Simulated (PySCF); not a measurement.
In(All)2(Me), SMILES C=C[CH2][In]([CH3])[CH2]C=C (C₇H₁₃In), singlet (GFN2-xTB optimised geometry):

```
21

In    -0.598     0.632     0.000
C     -1.678    -1.429     0.078
C     -0.701    -2.494    -0.124
C     -0.043    -3.116     0.852
H     -2.447    -1.394    -0.694
H     -2.134    -1.453     1.068
H     -0.495    -2.766    -1.156
H     -0.224    -2.878     1.890
H      0.674    -3.894     0.652
C      1.712     0.632     0.000
C      2.163     1.994    -0.272
C      2.458     2.899     0.659
H      2.013    -0.086    -0.762
H      1.998     0.278     0.990
H      2.232     2.274    -1.320
H      2.409     2.657     1.710
H      2.780     3.894     0.406
C     -1.767     2.581     0.000
H     -1.807     2.986    -1.009
H     -1.260     3.293     0.647
H     -2.780     2.413     0.362
```

Calculation: PySCF 2.14.0 with PBE0/def2-SVP, def2 effective core potentials past Kr.

### Question
What are the frontier orbital energies and the dipole moment?

### Answer
HOMO-2 -8.01 eV, HOMO-1 -6.28 eV, HOMO -5.71 eV, LUMO -1.29 eV, LUMO+1 -0.62 eV; dipole moment 1.09 D.

On the same geometry PBE/def2-SVP, def2 effective core potentials past Kr (PySCF) gives HOMO-2 -6.81 eV, HOMO-1 -5.24 eV, HOMO -4.75 eV, LUMO -2.01 eV, LUMO+1 -1.46 eV; dipole moment 1.09 D.
